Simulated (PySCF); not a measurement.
A calculated (r2SCAN, PySCF 2.14, aug-cc-pVDZ-X2C, the spin-free X2C one-electron Hamiltonian (Gaussian nucleus)) atom or ion has these occupied shells.

```tsv
shell	electrons	orbital energy (eV)	rms radius, mean of both spins (bohr)
1s α	1	-3567.6	0.0937
1s β	1	-3567.3	0.0937
2s α	1	-387.70	0.419
2s β	1	-387.56	0.419
2p α	3	-312.44	0.388
2p β	3	-312.12	0.388
3s α	1	-60.543	1.35
3s β	1	-58.463	1.35
3p α	3	-42.258	1.53
3p β	2	-40.805	1.53
```

**Question.** Name the element and its charge.

**Answer.** K²⁺ (potassium, charge +2), in [Ne] 3s2 3p5, 2P determinant.
